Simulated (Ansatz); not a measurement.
Reaction (formal exchange of groups at the Sn–O bond): `C[O][Sn][F]` + propane → `C[CH](C)[Sn][F]` + CH₃OH

Computed with Ansatz on PBE0-D4/def2-TZVP structures; ΔE is electronic, products minus reactants. CCSD(T)/CBS is the MP2 limit (def2-TZVPP, def2-QZVPP) plus CCSD(T) − MP2 in def2-TZVPP, frozen cores. This one scheme is used for every species. Functionals use def2-TZVPP. Elements past krypton have def2 core potentials. For Sn outer-core shells are correlated without core-valence functions, which leaves a few kJ/mol of doubt a bond. Each species was taken in one conformer, which may not be the lowest.

```
      level  ΔE (eV)
  revPBE-D4     1.27
HF/def2-SVP     1.34
```

Question: What does CCSD(T)/CBS give? (Estimate.)

Answer: Ansatz gave: +1.27 eV. The listed levels differ from it by 0.00, 0.07 eV.

Largest T1 diagnostic among the species: 0.017.

The D4 term adds −0.08 eV with B3LYP and −0.04 eV with PBE0; it sums over pairs of atoms, weighted by their polarisabilities, and B3LYP, whose exchange is more repulsive, gets the larger term. In def2-TZVPP, CCSD(T) changes the Hartree–Fock value by −0.15 eV (the triples alone add −0.00 eV) and MP2 by −0.13 eV. Leaving LDA and LC-ωPBE aside and taking each functional with its dispersion term where it has one, the values, not all of them listed here, spread over 0.19 eV, from HSE06-D4 to B97M-V. LDA lies −0.05 eV from PBE without D4.

B3LYP here is the variant with VWN-RPA as its local correlation; programs differ in this.
